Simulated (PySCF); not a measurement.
## `InChI=1S/C5H9NOSi/c1-4-7-8(3,6)5-2/h2,4H,1,6H2,3H3/t8-/m0/s1`

Molfile (atoms numbered from 1):
```
C5H9NOSi
     RDKit          3D

 17 16  0  0  0  0  0  0  0  0999 V2000
   -1.0414    2.9711    0.1532 C   0  0  0  0  0  0  0  0  0  0  0  0
   -0.9194    1.7870   -0.0148 C   0  0  0  0  0  0  0  0  0  0  0  0
   -0.7270   -0.0500   -0.2909 Si  0  0  1  0  0  4  0  0  0  0  0  0
   -1.5073   -0.9515    1.1853 C   0  0  0  0  0  0  0  0  0  0  0  0
   -1.3791   -0.6630   -1.7589 N   0  0  0  0  0  0  0  0  0  0  0  0
    0.8571   -0.3941   -0.5231 O   0  0  0  0  0  0  0  0  0  0  0  0
    1.9173   -0.2737    0.2927 C   0  0  0  0  0  0  0  0  0  0  0  0
    3.1432   -0.5890   -0.0890 C   0  0  0  0  0  0  0  0  0  0  0  0
   -1.1479    4.0078    0.3011 H   0  0  0  0  0  0  0  0  0  0  0  0
   -1.4054   -2.0277    1.0797 H   0  0  0  0  0  0  0  0  0  0  0  0
   -1.0348   -0.6647    2.1209 H   0  0  0  0  0  0  0  0  0  0  0  0
   -2.5649   -0.7263    1.2756 H   0  0  0  0  0  0  0  0  0  0  0  0
   -0.8596   -0.5098   -2.6076 H   0  0  0  0  0  0  0  0  0  0  0  0
   -2.3645   -0.5599   -1.9265 H   0  0  0  0  0  0  0  0  0  0  0  0
    1.7112    0.1012    1.2896 H   0  0  0  0  0  0  0  0  0  0  0  0
    3.3411   -0.9576   -1.0795 H   0  0  0  0  0  0  0  0  0  0  0  0
    3.9745   -0.4878    0.5822 H   0  0  0  0  0  0  0  0  0  0  0  0
  1  2  3  0
  3  2  1  1
  3  4  1  0
  3  5  1  0
  3  6  1  0
  6  7  1  0
  7  8  2  0
  1  9  1  0
  4 10  1  0
  4 11  1  0
  4 12  1  0
  5 13  1  0
  5 14  1  0
  7 15  1  0
  8 16  1  0
  8 17  1  0
M  END
```

Computed with GIAO PBE0/pcSseg-1 magnetisability, rotational g tensor and spin-rotation constants, non-relativistic, gas phase (PySCF). Geometry: GFN2-xTB.

(1) How diamagnetic is it, and how anisotropic?

(2) Split it along the inertial axes a, b, c into diamagnetic and paramagnetic parts about the centre of mass, with the quadrupole moment.

(3) And the rotational g tensor?

## Answers

(1) Isotropic -1395 × 10⁻³⁰ J/T², or -84.0 × 10⁻⁶ cm³/mol; principal values -1493, -1369, -1322 × 10⁻³⁰ J/T², anisotropy 153 × 10⁻³⁰ J/T² (root of half the summed squared differences of the principal values). The susceptibility is in cgs units.

(2) 
```csv
axis,χ (10⁻⁶ cm³/mol),diamagnetic (10⁻⁶ cm³/mol),paramagnetic (10⁻⁶ cm³/mol),summed x² of all electrons (Å²),quadrupole Θ (D Å)
a,-83.2,-722.8,639.5,202.8,+0.66
b,-87.6,-1126.9,1039.3,107.6,-1.21
c,-81.1,-1316.9,1235.7,62.8,+0.55
```
Anisotropies 2χaa − χbb − χcc = +2.2 and 2χbb − χaa − χcc = -10.8 × 10⁻⁶ cm³/mol. Θ is traceless in Buckingham's convention.

(3) 
| axis | rotational constant (GHz) | g | nuclear part | electronic part |
| --- | --- | --- | --- | --- |
| a | 2.0190 | -0.0096 | 0.5970 | -0.6066 |
| b | 1.2014 | -0.0026 | 0.5840 | -0.5866 |
| c | 0.9966 | -0.0057 | 0.5729 | -0.5786 |

Asymmetric top; isotopes 12C, 1H, 14N, 16O, 28Si; no vibrational averaging.
